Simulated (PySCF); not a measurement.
This PySCF input asks for the NMR shieldings of `S1B/C(=C\C#C)CB1`, C₅H₆B₂S; the geometry comes from GFN2-xTB.

```python
import basis_set_exchange as bse
import numpy as np
from pyscf import gto, dft
from pyscf.prop import nmr

atoms = """
C     3.376328    0.105295   -0.772337
C     2.225038    0.423640   -0.631486
C     0.896069    0.852001   -0.494433
C    -0.102653    0.084947   -0.009524
B     0.015103   -1.369700    0.487286
S    -1.563719   -1.999396    1.059674
B    -2.439501   -0.486416    0.704992
C    -1.511334    0.633077    0.093315
H     4.374945   -0.195299   -0.885172
H     0.711061    1.874425   -0.812812
H     0.973859   -2.029905    0.516122
H    -3.581339   -0.389344    0.921333
H    -1.515001    1.546977    0.697335
H    -1.859534    0.949227   -0.896459
"""
names = dict.fromkeys(["C", "B", "S", "H"], "pcSseg-1")
basis = {el: gto.basis.parse(bse.get_basis(n, elements=[el], fmt="nwchem")) for el, n in names.items()}
mol = gto.M(atom=atoms, basis=basis, charge=0, verbose=0)
mf = dft.RKS(mol, xc="PBE0")
mf.grids.level = 2
mf.grids.alignment = dft.numint.BLKSIZE   # the property module wants whole blocks of grid points
mf.conv_tol = 1e-9
mf.kernel()

calc = nmr.RKS(mf)   # GIAO
C = mf.mo_coeff
Co = C[:, mf.mo_occ > 0]
resp = mf.gen_response(singlet=True, hermi=2)
def vind(x):   # induced exchange potential for any number of trial vectors
    d = np.einsum("pi,xij,qj->xpq", C, 2 * x.reshape(-1, C.shape[1], Co.shape[1]), Co, optimize=True)
    return np.einsum("xpq,pi,qj->xij", resp(d - d.transpose(0, 2, 1)), C, Co, optimize=True).ravel()
mo1, _ = nmr.rhf.solve_mo1(calc, with_cphf=vind)
sigma = calc.kernel(mo1)
for i, s in enumerate(sigma):   # ppm
    print("%2d %-2s %9.2f" % (i, mol.atom_pure_symbol(i), np.trace(s) / 3))
```

Question: What does it print?

Answer: 
```
 0 C      87.52
 1 C      98.85
 2 C      51.18
 3 C      13.77
 4 B      33.93
 5 S     300.58
 6 B      18.90
 7 C     144.85
 8 H      28.28
 9 H      24.99
10 H      23.95
11 H      23.83
12 H      28.93
13 H      28.96
```

These numbers come from an equivalent density-fitted implementation of the same equations, which agrees with the script to about 0.01 ppm for H and up to a few tenths of a ppm for heavy atoms, so last digits may differ.

Size and cost of the density-fitted run: 173 basis functions, 52 s wall time on 1 thread of an Arm Neoverse N1, shared host; peak memory 0.86 GiB.
